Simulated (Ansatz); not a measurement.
`[BH2][GaH][OH]` + `C=C(S)Cl` → `BSC(=C)Cl` + `[OH][GaH2]` at 298.15 K and 1 bar (cleavage of the B–Ga bond).

Computed with Ansatz on PBE0-D4/def2-TZVP structures; ΔE is electronic, products minus reactants. CCSD(T)/CBS adds triple-zeta CCSD(T) − MP2 to the extrapolated MP2 energy (def2 sets, frozen cores). For Ga outer-core shells are correlated without core-valence functions, which leaves a few kJ/mol of doubt a bond. Scalar relativity is left out up to krypton. Each species was taken in one conformer, which may not be the lowest.

| species | CCSD(T)/CBS energy (Eh) | H − E (kJ/mol) | S (J/(mol·K)) |
| --- | --- | --- | --- |
| `[BH2][GaH][OH]` | -2026.29567 | 121.6 | 306.7 |
| `C=C(S)Cl` | -935.43076 | 126.9 | 302.6 |
| `BSC(=C)Cl` | -960.84027 | 165.9 | 336.2 |
| `[OH][GaH2]` | -2000.92981 | 82.7 | 263.1 |

H − E and S are ideal-gas, rigid-rotor, harmonic terms from PBE0-D4/def2-TZVP, for one conformer and one mirror image of each species. 1 Eh = 2625.50 kJ/mol, R = 8.31446 J/(mol·K).

Problem. By hand: ΔE, ΔH, ΔS and ΔG.

Solution. ΔE = (-960.84027) + (-2000.92981) − (-2026.29567) − (-935.43076) = -0.04365 Eh = -114.6 kJ/mol. Δ(H − E) = 165.9 + 82.7 − 121.6 − 126.9 = 0.1, so ΔH = -114.5 kJ/mol. ΔS = 336.2 + 263.1 − 306.7 − 302.6 = -10.0 J/(mol·K). ΔG = -114.5 − 298.15 × (-10.0)/1000 = -111.5 kJ/mol.

Problem. By hand: the equilibrium constant, and the temperature at which ΔG would vanish if ΔH and ΔS stayed fixed.

Solution. log₁₀ K = −ΔG/(RT ln 10) = 19.5. ΔG = 0 at ΔH/ΔS = 11450 K, far beyond where these terms or the molecules hold.

The number of gas molecules stays the same, so ΔS is small and ΔH decides. A doubt of 5 kJ/mol in ΔE shifts log₁₀ K by 0.9 here. Other conformers and mirror images would add mixing entropy, several J/(mol·K) or more a flexible species. Modes under 60 cm⁻¹, often nearly free rotors, make the harmonic entropy too high. These are equilibria of isolated gas molecules and say nothing of rates. Largest T1 diagnostic: 0.015 (customary marks: 0.02 for closed shells, 0.045 for open ones).
